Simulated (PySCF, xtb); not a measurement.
Si(OSiH3)(Me)(Cl)2 (CH6Cl2OSi2), SMILES C[Si](Cl)(Cl)O[SiH3]. The values are those of a single conformer.

Harmonic wavenumbers (cm⁻¹) from GFN2-xTB (xtb) at its own minimum, in rising order: 21, 43, 55, 92, 132, 142, 175, 218, 238, 414, 520, 585, 600, 621, 752, 763, 773, 804, 834, 848, 1081, 1379, 1468, 1468, 2275, 2287, 2300, 3044, 3045, 3049.

Q: What does PBE-D3(BJ)/def2-SVP (PySCF) give at its own minimum? (Estimate from the structure and the level; the computed values follow.)

A: 31, 40, 70, 141, 157, 171, 204, 260, 292, 446, 562, 619, 695, 707, 749, 785, 797, 912, 917, 938, 1044, 1224, 1373, 1374, 2176, 2185, 2197, 2988, 3094, 3100. Paired by order, the mean absolute difference is 57 cm⁻¹ and the zero-point energies are 42.9 and 43.2 kcal/mol.
